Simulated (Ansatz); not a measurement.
Reaction (formal exchange of groups at the Si–Si bond): `[SiH3][SiH]1O[SiH2][SiH2]1` + `[F][GaH2]` → `[F][GaH][SiH3]` + `O1[SiH2][SiH2][SiH2]1`

Calculated with Ansatz (gas phase, PBE0-D4/def2-TZVP geometries, no zero-point term in ΔE). CCSD(T)/CBS is the MP2 limit (def2-TZVPP, def2-QZVPP) plus CCSD(T) − MP2 in def2-TZVPP, frozen cores. For Ga outer-core shells are correlated without core-valence functions, which leaves a few kJ/mol of doubt a bond. Scalar relativity is left out up to krypton.

```
             level  ΔE (eV)
SCS-MP2/def2-TZVPP    -0.19
CCSD(T)/def2-TZVPP    -0.18
```

Q: What does CCSD(T)/CBS give? (An estimate is asked.)

A: Computed: -0.19 eV. The listed levels differ from it by 0.00, 0.01 eV.

Largest T1 diagnostic among the species: 0.014.

In def2-TZVPP, CCSD(T) changes the Hartree–Fock value by +0.06 eV (the triples alone add +0.02 eV) and MP2 by +0.07 eV. The D4 term adds +0.06 eV with B3LYP and +0.04 eV with PBE0; it sums over pairs of atoms, weighted by their polarisabilities, and B3LYP, whose exchange is more repulsive, gets the larger term.

B3LYP here is the variant with VWN-RPA as its local correlation; programs differ in this.
